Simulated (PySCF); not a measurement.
Telling isomers of C5H14N2Si2 apart by NMR

- geometry: GFN2-xTB
- shielding tensors at PBE0/pcSseg-1 (GIAO)
- code: PySCF
- relativity neglected, isolated molecule, single conformer, equivalent nuclei averaged

Chemical shifts δ = σref − σ; TMS for ¹H (σref 31.72), ¹³C (σref 186.93), all at this level. Where no couplings were computed, multiplicities follow the n + 1 count of equivalent neighbours, and m marks all less simple cases (inequivalent or close neighbours, rings, F or P nearby). Shifts are as computed. Against solution values, carbons near 30 ppm lie about +3 ppm off and those near 130 ppm about +5 ppm. Of 1211 compounds with measured shifts, 218 miss one by over three times the rms of a fit or turn the order of signals round; such compounds aren't used in these exercises. OH and NH positions are gas-phase values without hydrogen bonding to other molecules.

(1) Tabulate the signals of `C/C=C/[Si@H]1CCN[SiH2]N1`, `C/C=C\[Si@@H]1CNC[SiH2]N1` and their relative energies.

(2) What is the quickest way to tell C/C=C/[Si@H]1CCN[SiH2]N1 from C/C=C\[Si@@H]1CNC[SiH2]N1?

Results:

(1) 
```tsv
SMILES	carbon types	δC	δH	E rel. (kcal/mol)
C/C=C/[Si@H]1CCN[SiH2]N1	2×CH 2×CH2 1×CH3	152.0, 135.4, 42.6, 26.6, 22.0	6.42 (m, 1H), 5.87 (m, 1H), 5.34 (m, 1H), 5.31 (m, 1H), 4.94 (m, 1H), 3.57 (m, 1H), 3.08 (m, 1H), 2.02 (d, 3H), 0.73 (m, 1H), 0.73 (m, 1H), 0.69 (br s, 1H), -0.41 (br s, 1H)	0.0
C/C=C\[Si@@H]1CNC[SiH2]N1	2×CH 2×CH2 1×CH3	154.9, 132.5, 40.2, 37.8, 24.2	6.79 (m, 1H), 5.70 (m, 1H), 5.30 (m, 1H), 5.00 (m, 1H), 4.75 (m, 1H), 2.82 (m, 1H), 2.79 (m, 1H), 2.59 (m, 1H), 2.41 (m, 1H), 1.95 (d, 3H), -0.25 (br s, 1H), -0.54 (br s, 1H)	26.7
```

Energies are electronic energies at PBE0/pcSseg-1 on these geometries, without zero-point or thermal terms, each for the one conformer computed, which needn't be the lowest.

(2) Both give the same number of carbon signals, with the same numbers of each carbon type, so the positions decide. The first has an sp3 CH2 bonded to Si at 22.0 ppm, the second an sp3 CH2 bonded to N and Si at 37.8 ppm. Their most deshielded carbons lie at 152.0 and 154.9 ppm.
